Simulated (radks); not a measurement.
Question: Method: non-relativistic Kohn-Sham, LDA (Slater exchange, Perdew-Wang correlation), spin-unpolarised, spherical densities, point nucleus; computed with a radial shooting solver on a logarithmic mesh with Libxc functionals. Response by self-consistent Sternheimer equations with the Hartree and adiabatic LDA kernel. For heavy and open-shell atoms this level of theory can miss by tens of per cent. Rank Rh+, Rh3+, Rh5+, Rh, Rh4+, Rh2+, Rh6+ (NIST ground configurations) by static dipole polarisability, largest first.

Answer: Rh 61.43, Rh+ 13.46, Rh2+ 7.382, Rh3+ 4.704, Rh4+ 3.275, Rh5+ 2.418, Rh6+ 1.864 bohr^3.
